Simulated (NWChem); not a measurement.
Molecule: C$_{4}$H$_{6}$Si; SMILES C([SiH2]C=C)#C

```xyz
11

C      0.7175     2.6957     0.1002
C      0.1196     1.6367     0.0477
Si    -0.7687     0.0282    -0.0397
C      0.4115    -1.3558    -0.4654
C      0.5902    -2.4304     0.3112
H      1.2445     3.6324     0.1480
H     -1.4007    -0.2587     1.2823
H     -1.8345     0.1602    -1.0787
H      0.9810    -1.2876    -1.4018
H      0.0553    -2.5556     1.2597
H      1.2806    -3.2366     0.0383
```
Atoms are numbered in this order, from 1.

Results from NWChem. Coordinates come from a PBE0/def2-SVP optimisation. Isolated, static molecule.

GIAO at PBE0/pcSseg-1: principal shieldings of C2 are 2.7, 6.8, 290.2 ppm; an isolated tetramethylsilane molecule has σ = 184.4 ppm at the same levels.

### Question
Find the isotropic 13C shift, its principal values, the span and the skew.

### Answer

1. σ(iso) = one third of the sum = 99.9 ppm.
2. δ = σ(reference) − σ = 84.5 ppm against tetramethylsilane.
3. δ11, δ22, δ33 = 181.7, 177.6, -105.8 ppm.
4. Span Ω = δ11 − δ33 = 287.5 ppm; skew κ = 3(δ22 − δ(iso))/Ω = 0.97.
